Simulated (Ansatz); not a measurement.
Ga9As9H24, a nanocrystal cut from wurtzite GaAs (hydrogen-capped), 42 atoms. Hardware: 11 threads of AMD EPYC 7R13 on a shared host and a whole NVIDIA H100 80GB HBM3.

Single mean-field runs in def2-SVP, def2-TZVP are fitted with def2-universal-jkfit.

**Question.** How many basis functions does each of these Ansatz runs have, and roughly what does it cost? PBE0-D4/def2-SVP, charge 0 singlet, energy, from earlier orbitals; PBE0-D4/def2-TZVP, charge -1 doublet at the geometry of the charge 0 singlet, energy; PBE0-D4/def2-TZVP, charge 1 doublet at the geometry of the charge 0 singlet, energy; PBE-D4/def2-SVP, charge 0 singlet, relaxation, 5 steps; PBE0-D4/def2-TZVP, charge 0 singlet, energy, from earlier orbitals; PBE-D4/def2-TZVP, charge 0 singlet, energy and forces, from earlier orbitals; PBE-D4/def2-SVP, charge 0 singlet, energy, from earlier orbitals; PBE-D4/def2-TZVP, charge 1 doublet at the geometry of the charge 0 singlet, energy, from earlier orbitals; PBE-D4/def2-TZVP, charge 0 triplet at the geometry of the charge 0 singlet, energy, from earlier orbitals; PBE-D4/def2-TZVP, charge -1 doublet at the geometry of the charge 0 singlet, energy, from earlier orbitals; PBE0-D4/def2-TZVP, charge 0 triplet at the geometry of the charge 0 singlet, energy; r2SCAN-D4/def2-TZVP, charge 0 singlet, energy, from earlier orbitals.

**Answer.** Other jobs shared the machine, so times can vary by a factor of up to 3.

```
                                                                                                       run  functions  fitting or Cholesky vectors  wall time  peak host memory (GiB)
                                         PBE0-D4/def2-SVP, charge 0 singlet, energy, from earlier orbitals        696                         5220        6 s                     1.3
                                          PBE-D4/def2-SVP, charge 0 singlet, energy, from earlier orbitals        696                         5220        7 s                     1.3
                                      r2SCAN-D4/def2-TZVP, charge 0 singlet, energy, from earlier orbitals       1008                         5220      7.5 s                     1.4
                              PBE-D4/def2-TZVP, charge 0 singlet, energy and forces, from earlier orbitals       1008                         5220        8 s                     1.6
PBE-D4/def2-TZVP, charge -1 doublet at the geometry of the charge 0 singlet, energy, from earlier orbitals       1008                         5220       12 s                     1.8
                                        PBE0-D4/def2-TZVP, charge 0 singlet, energy, from earlier orbitals       1008                         5220       12 s                     1.4
 PBE-D4/def2-TZVP, charge 1 doublet at the geometry of the charge 0 singlet, energy, from earlier orbitals       1008                         5220       17 s                     1.8
 PBE-D4/def2-TZVP, charge 0 triplet at the geometry of the charge 0 singlet, energy, from earlier orbitals       1008                         5220       22 s                     1.8
                                                    PBE-D4/def2-SVP, charge 0 singlet, relaxation, 5 steps        696                         5220       22 s                     1.4
                      PBE0-D4/def2-TZVP, charge -1 doublet at the geometry of the charge 0 singlet, energy       1008                         5220       24 s                     1.8
                       PBE0-D4/def2-TZVP, charge 0 triplet at the geometry of the charge 0 singlet, energy       1008                         5220       43 s                     1.8
                       PBE0-D4/def2-TZVP, charge 1 doublet at the geometry of the charge 0 singlet, energy       1008                         5220       58 s                     1.9
```
